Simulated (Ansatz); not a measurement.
This geometry of BClF2 + FH (6 atoms, charge 0, multiplicity 1) is a first-order saddle point.

All numbers below come from RKS PBE-D4/def2-SVP (Ansatz).

```xyz
6
Properties=species:S:1:pos:R:3
B 0.011 -0.198 0.045
Cl 0.003 0.222 2.024
F 1.157 0.162 -0.527
F -1.157 0.093 -0.522
F 0.058 -1.723 0.430
H 0.048 -1.284 1.501
```

Question: Which two structures does it join? (They come from a converged band through this point; their orientation in space is the band's.)

Answer: Bonds broken: B1–Cl2, F5–H6. Bonds formed: B1–F5, Cl2–H6. BClF2 + FH becomes BF3 + ClH.

Image 0:

```xyz
6
Properties=species:S:1:pos:R:3
B 0.000 0.148 0.122
Cl -0.008 0.542 1.875
F 1.148 0.198 -0.535
F -1.152 0.127 -0.530
F 0.069 -1.988 0.552
H 0.064 -1.757 1.469
```

Image 6:

```xyz
6
Properties=species:S:1:pos:R:3
B 0.015 -0.382 -0.449
Cl 0.007 0.072 2.494
F 1.144 0.269 -0.677
F -1.152 0.199 -0.672
F 0.055 -1.669 -0.104
H 0.051 -1.219 2.358
```

Question: How far does it lie above each of them?

Answer: 0.255 eV above the first and 0.856 eV above the second. This is the barrier of this one path; another mechanism may lie lower. The orbitals stay closed-shell, which can raise the energy where a bond breaks towards radicals; this wasn't checked here.

Run time: 73 s on 1 thread of Arm Neoverse V2 (shared host), peak memory 0.14 GiB.
